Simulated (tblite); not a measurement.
Run record: tight-binding relaxation, `C=C(Cl)[SiH2]O[SiH2][SiH](C)C`.

Computed with GFN2-xTB geometry optimisation, gas phase (tblite 0.8.0). Start geometry: from a force field or distance geometry. A driver script takes a list of jobs; this job's settings line and coordinates (Å) are shown.

Command:
```bash
OMP_NUM_THREADS=1 python probes_run.py task.json out
```

Input:
```
{"job": {"kind": "relax", "xc": "GFN2-xTB", "basis": "xTB"}, "charge": 0, "multiplicity": 1}
C      4.354500    -0.724100    -0.043500
C      3.093200    -1.090400    -0.381900
Cl     2.689300    -1.096400    -2.072700
Si     1.812700    -1.579400     0.888300
O      0.893000    -0.304700     1.414800
Si    -0.021800     0.924100     0.765600
Si    -1.742500     0.100400    -0.555400
C     -2.813200    -0.981400     0.502000
C     -2.681300     1.521400    -1.259700
H      5.065000    -0.435300    -0.796600
H      4.684500    -0.688200     0.986500
H      0.903100    -2.620700     0.335400
H      2.485700    -2.175900     2.088800
H     -0.592000     1.720000     1.876900
H      0.853300     1.821900    -0.036400
H     -1.171000    -0.713500    -1.646200
H     -3.643700    -1.396800    -0.086600
H     -2.255800    -1.832300     0.912500
H     -3.254700    -0.425400     1.339200
H     -3.114300     2.150400    -0.466700
H     -2.046200     2.166800    -1.872800
H     -3.508200     1.175500    -1.892100
```

**Question.** What does the run print?

**Answer.** 
```
step      E/eV     max force
  0    -790.28885    2.130
  1    -790.43204    1.602
  2    -790.47964    0.455
  3    -790.50539    0.420
  4    -790.54218    0.389
  5    -790.55907    0.374
  6    -790.59380    0.309
  7    -790.61377    0.347
  8    -790.62879    0.320
  9    -790.63746    0.190
... (152 lines left out)
162    -790.70156    0.010
163    -790.70159    0.013
164    -790.70162    0.019
165    -790.70165    0.019
166    -790.70170    0.023
167    -790.70173    0.022
168    -790.70177    0.016
169    -790.70180    0.010
170    -790.70182    0.010
171    -790.70183    0.007
```

«max force» is the largest atomic force in eV/Å.

**Question.** From which step on does the largest force stay under 0.1 eV/Å, and how much energy is left to gain from there?

**Answer.** From step 14 (0.075 eV/Å), 46.5 meV above the end.

Summary of the converged run: energy lowered by 9.5 kcal/mol over 171 steps; largest atomic force 0.007 eV/Å at the end.

**Question.** Give the final coordinates.

**Answer.** 0.460 Å rms from the input after alignment:
```
atom  x, y, z in Å
C1     4.3746   -1.1456   -0.3371
C2     3.0631   -0.9895   -0.2790
Cl3    2.2264   -0.3997   -1.6836
Si4    1.9363   -1.3652    1.2020
O5     0.8783   -0.1723    1.3863
Si6   -0.1179    1.0329    0.8806
Si7   -1.6547    0.1327   -0.5981
C8    -2.8174   -1.0937    0.2961
C9    -2.7292    1.5307   -1.3242
H10    4.9598   -0.9237   -1.2151
H11    4.9049   -1.5121    0.5245
H12    1.1918   -2.5917    0.9186
H13    2.7356   -1.3972    2.4214
H14   -0.6266    1.5161    2.1719
H15    0.7708    2.0749    0.3490
H16   -1.0789   -0.6048   -1.7452
H17   -3.5719   -1.5004   -0.3719
H18   -2.2591   -1.9295    0.7088
H19   -3.3380   -0.6125    1.1203
H20   -3.2225    2.1012   -0.5418
H21   -2.1331    2.2267   -1.9064
H22   -3.5024    1.1386   -1.9778
```

**Question.** Estimate the wall time. Hardware: Intel Xeon at 2.70 GHz, one thread, shared host with 64 logical CPUs at a one-minute load of 62.

**Answer.** About 6.9 s.
Labels such as C1 count atoms from 1, the log's own numbers from 0.
